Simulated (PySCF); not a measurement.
**Two-photon absorption: SMILES CSc1ccc(/C=C/Cl)cc1, C9H9ClS**

Molfile (atoms numbered from 1):
```
C9H9ClS
     RDKit          3D

 20 20  0  0  0  0  0  0  0  0999 V2000
    3.2137   -0.5269   -0.8008 C   0  0  0  0  0  0  0  0  0  0  0  0
    2.4591   -0.2851    0.8120 S   0  0  0  0  0  0  0  0  0  0  0  0
    0.7382   -0.2958    0.4556 C   0  0  0  0  0  0  0  0  0  0  0  0
    0.1843   -0.4300   -0.8214 C   0  0  0  0  0  0  0  0  0  0  0  0
   -1.1976   -0.4237   -0.9891 C   0  0  0  0  0  0  0  0  0  0  0  0
   -2.0747   -0.2833    0.0942 C   0  0  0  0  0  0  0  0  0  0  0  0
   -3.5149   -0.2834   -0.1540 C   0  0  0  0  0  0  0  0  0  0  0  0
   -4.4773   -0.1405    0.7659 C   0  0  0  0  0  0  0  0  0  0  0  0
   -6.1543   -0.1551    0.3720 Cl  0  0  0  0  0  0  0  0  0  0  0  0
   -1.5030   -0.1493    1.3735 C   0  0  0  0  0  0  0  0  0  0  0  0
   -0.1312   -0.1555    1.5525 C   0  0  0  0  0  0  0  0  0  0  0  0
    2.9103   -1.4829   -1.2526 H   0  0  0  0  0  0  0  0  0  0  0  0
    4.2971   -0.5517   -0.6201 H   0  0  0  0  0  0  0  0  0  0  0  0
    2.9899    0.3031   -1.4871 H   0  0  0  0  0  0  0  0  0  0  0  0
    0.8218   -0.5401   -1.6992 H   0  0  0  0  0  0  0  0  0  0  0  0
   -1.6093   -0.5303   -1.9964 H   0  0  0  0  0  0  0  0  0  0  0  0
   -3.8237   -0.4122   -1.1963 H   0  0  0  0  0  0  0  0  0  0  0  0
   -4.2897   -0.0032    1.8327 H   0  0  0  0  0  0  0  0  0  0  0  0
   -2.1432   -0.0401    2.2516 H   0  0  0  0  0  0  0  0  0  0  0  0
    0.2845   -0.0519    2.5582 H   0  0  0  0  0  0  0  0  0  0  0  0
  1  2  1  0
  2  3  1  0
  3  4  1  0
  4  5  2  0
  5  6  1  0
  6  7  1  0
  7  8  2  0
  8  9  1  0
  6 10  2  0
 10 11  1  0
 11  3  2  0
  1 12  1  0
  1 13  1  0
  1 14  1  0
  4 15  1  0
  5 16  1  0
  7 17  1  0
  8 18  1  0
 10 19  1  0
 11 20  1  0
M  END
```

The calculation used PySCF, TDDFT CAM-B3LYP/def2-SVPD excited states, vertical, gas phase. Geometry: PBE0-D3(BJ)/def2-SVP.

Q: How strongly do the lowest singlets absorb one photon, and two photons of half the energy?

A: δ for parallel linear polarisation; σ at the peak of a Lorentzian of half width 0.1 eV, single beam; Ω is circular over linear.
```
state  E (eV)      f  photon λ (nm)  δ (au)  σ (GM)     Ω                                main
   S1    4.38  0.638            566     860    6.04  0.71                      HOMO→LUMO 0.87
   S2    4.67  0.149            531    66.2    0.53  1.03  HOMO→LUMO+1 0.73, HOMO−2→LUMO 0.14
   S3    5.35  0.000            463      15    0.16  1.47  HOMO→LUMO+2 0.55, HOMO→LUMO+3 0.14
   S4    5.75  0.017            431    2940   35.54  0.71  HOMO−1→LUMO 0.68, HOMO−2→LUMO 0.14
   S5    5.79  0.003            428    80.4    0.99  1.43  HOMO→LUMO+3 0.60, HOMO→LUMO+2 0.24
   S6    6.00  0.180            413    4200   55.41  0.69  HOMO−2→LUMO 0.61, HOMO−1→LUMO 0.20
```

Among these, the strongest one-photon state is S1, the strongest two-photon state S6, with a dipole change of 3.6 D (relaxed, norm of the difference vector).
